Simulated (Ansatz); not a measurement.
Ge₂Se. The state is a singlet with charge 0. Geometry r2SCAN-D4/def2-TZVP.

```xyz
3

Ge    1.667   -1.429    0.596
Ge   -0.043    0.037   -0.018
Se   -1.625    1.392   -0.578
```

B3LYP takes the VWN-RPA correlation. The restricted singlet is unstable towards broken spin symmetry in Hartree–Fock (as tested in another run); at PBE-D4/def2-TZVP, r2SCAN-D4/def2-TZVP, B97M-V/def2-TZVP, B3LYP-D4/def2-TZVP and others this wasn't settled. At PBE-D4/def2-TZVP, r2SCAN-D4/def2-TZVP, B97M-V/def2-TZVP an occupied level of the charge 0 singlet lies above an empty one (by up to 0.39 eV), so this SCF solution is probably not the lowest. The geometry of the singlet was relaxed on an unsound state (an occupied level 0.19 eV above an empty one). Another isomer (singlet) lies 1.96 eV lower at PBE0-D4/def2-TZVP; other spin states weren't run for this one.

Estimate the orbital energies around the gap (eV) in Ansatz with PBE-D4/def2-TZVP, r2SCAN-D4/def2-TZVP, B97M-V/def2-TZVP, B3LYP-D4/def2-TZVP, PBE0-D4/def2-TZVP.


```json
{"orbital": "HOMO−5", "PBE-D4/def2-TZVP": "-13.48", "r2SCAN-D4/def2-TZVP": "-14.02", "B97M-V/def2-TZVP": "-13.82", "B3LYP-D4/def2-TZVP": "-14.82", "PBE0-D4/def2-TZVP": "-15.15"}
{"orbital": "HOMO−4", "PBE-D4/def2-TZVP": "-10.45", "r2SCAN-D4/def2-TZVP": "-10.81", "B97M-V/def2-TZVP": "-10.56", "B3LYP-D4/def2-TZVP": "-11.46", "PBE0-D4/def2-TZVP": "-11.68"}
{"orbital": "HOMO−3", "PBE-D4/def2-TZVP": "-7.18", "r2SCAN-D4/def2-TZVP": "-7.48", "B97M-V/def2-TZVP": "-7.33", "B3LYP-D4/def2-TZVP": "-7.91", "PBE0-D4/def2-TZVP": "-8.14"}
{"orbital": "HOMO−2", "PBE-D4/def2-TZVP": "-6.88", "r2SCAN-D4/def2-TZVP": "-7.17", "B97M-V/def2-TZVP": "-6.95", "B3LYP-D4/def2-TZVP": "-7.51", "PBE0-D4/def2-TZVP": "-7.76"}
{"orbital": "HOMO−1", "PBE-D4/def2-TZVP": "-6.59", "r2SCAN-D4/def2-TZVP": "-6.92", "B97M-V/def2-TZVP": "-6.80", "B3LYP-D4/def2-TZVP": "-7.41", "PBE0-D4/def2-TZVP": "-7.70"}
{"orbital": "HOMO", "PBE-D4/def2-TZVP": "-4.66", "r2SCAN-D4/def2-TZVP": "-4.90", "B97M-V/def2-TZVP": "-4.78", "B3LYP-D4/def2-TZVP": "-5.31", "PBE0-D4/def2-TZVP": "-5.53"}
{"orbital": "LUMO", "PBE-D4/def2-TZVP": "-5.05", "r2SCAN-D4/def2-TZVP": "-5.09", "B97M-V/def2-TZVP": "-4.90", "B3LYP-D4/def2-TZVP": "-4.52", "PBE0-D4/def2-TZVP": "-4.40"}
{"orbital": "LUMO+1", "PBE-D4/def2-TZVP": "-2.45", "r2SCAN-D4/def2-TZVP": "-2.36", "B97M-V/def2-TZVP": "-2.17", "B3LYP-D4/def2-TZVP": "-1.82", "PBE0-D4/def2-TZVP": "-1.63"}
{"orbital": "LUMO+2", "PBE-D4/def2-TZVP": "-2.25", "r2SCAN-D4/def2-TZVP": "-2.11", "B97M-V/def2-TZVP": "-1.93", "B3LYP-D4/def2-TZVP": "-1.70", "PBE0-D4/def2-TZVP": "-1.53"}
{"orbital": "LUMO+3", "PBE-D4/def2-TZVP": "-2.10", "r2SCAN-D4/def2-TZVP": "-2.08", "B97M-V/def2-TZVP": "-1.91", "B3LYP-D4/def2-TZVP": "-1.65", "PBE0-D4/def2-TZVP": "-1.51"}
{"orbital": "LUMO+4", "PBE-D4/def2-TZVP": "1.96", "r2SCAN-D4/def2-TZVP": "2.67", "B97M-V/def2-TZVP": "2.21", "B3LYP-D4/def2-TZVP": "2.42", "PBE0-D4/def2-TZVP": "2.69"}
{"orbital": "LUMO+5", "PBE-D4/def2-TZVP": "2.82", "r2SCAN-D4/def2-TZVP": "3.54", "B97M-V/def2-TZVP": "3.07", "B3LYP-D4/def2-TZVP": "3.31", "PBE0-D4/def2-TZVP": "3.58"}
```
